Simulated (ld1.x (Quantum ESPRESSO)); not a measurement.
# Configuration tests for hafnium (Hf) (TM semilocal)

hafnium, norm-conserving Troullier–Martins (semilocal form), made with ld1.x (Quantum ESPRESSO) 7.5 (LDA (PZ), scalar-relativistic). Core [Kr] 4d10 4f14 5s2, reference 5p6 5d2 6s1 6p0 (charge +1). Waves: 5p (bound): rc 2.30 bohr; 5d (bound): rc 2.90 bohr; 6s (bound): rc 2.25 bohr. Local part: the s channel. Core correction: Bessel-smoothed model core, default radius (core density twice the valence density).

Energies are relative to the spin-unpolarised reference configuration 5p6 5d2 6s1 6p0; without spin polarisation the order of configurations can differ from experiment. Spin-polarised rows fill each open shell by Hund’s rule, majority spin first.

| valence configuration | charge | ΔE all-electron (eV) | error AE − PS (meV) |
| --- | --- | --- | --- |
| 5p6 5d2 6s2 6p0 | 0 | -8.198 | +2.1 |
| 5p6 5d2 6s0 6p0 | +2 | 14.502 | -11 |
| 5p6 5d2.5 6s1.5 6p0 | 0 | -6.950 | +1.1 |
| 5p6 5d3 6s0 6p0 | +1 | 2.033 | -14 |
| 5p5 5d2 6s2 6p0 | +1 | 33.020 | -312 |
| 5p6 5d2 6s1 6p1 | 0 | -4.285 | +146 |
| 5p6 5d2 6s1 6p0 (spin-polarised) | +1 | -1.136 | +27 |

What are ΔE and the potential's error for 5p6 5d2 6s2 6p0 (spin-polarised)?

ΔE = -8.639 eV all-electron; the error (AE − PS) is +13 meV.

What are ΔE and the potential's error for 5p6 5d1 6s0 6p0?

ΔE = 36.604 eV all-electron; the error (AE − PS) is -46 meV.

Levels in the configuration 5p6 5d2 6s0 6p0:

```
level  all-electron (eV)  pseudo (eV)
   5p            -50.890      -50.874
   5d            -17.017      -17.028
```
